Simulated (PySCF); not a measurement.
**Polarisability and C₆ of Sb⁻ (antimony, charge -1)**

[Kr] 4d10 5s2 5p4, high-spin 3P determinant. Calculation: PySCF 2.14, in aug-cc-pVQZ-DK3 (9s8p6d3f2g, 102 functions); the spin-free X2C one-electron Hamiltonian (Gaussian nucleus). Coupled (time-dependent) response in atomic units; α is the mean over directions.

```json
{"method": "UHF", "mean α (bohr³)": "125.3", "α xx, yy, zz": "100.2, 175.5, 100.2", "C₆ (like pair)": "2004", "S(−4)": "7549"}
```

S(−4) is the Cauchy moment in α(ω) = α(0) + S(−4) ω² + …

Spin-orbit coupling is absent.

α(iu) at UHF:

| u (hartree) | α(iu) (bohr³) |
| --- | --- |
| 0 | 125.3 |
| 0.0500 | 110.7 |
| 0.100 | 87.28 |
| 0.200 | 53.39 |
| 0.300 | 34.96 |
| 0.500 | 18.18 |
| 0.750 | 10.12 |
| 1.00 | 6.577 |
| 1.50 | 3.577 |
| 2.00 | 2.327 |
| 3.00 | 1.255 |
| 5.00 | 0.5449 |

A single London oscillator, α(iu) = α/(1 + u²/ω²), gives C₆ = (3/4) ω α². Matching the computed C₆ needs ω = 4 × 2004 / (3 × 125.3²) = 0.170 hartree.

For an ion, C₆ is the dispersion term alone; charge-induced terms of lower order in 1/R come first.

The components differ because the open shell of this determinant is not spherical; for a pure term their mean is the scalar polarisability.
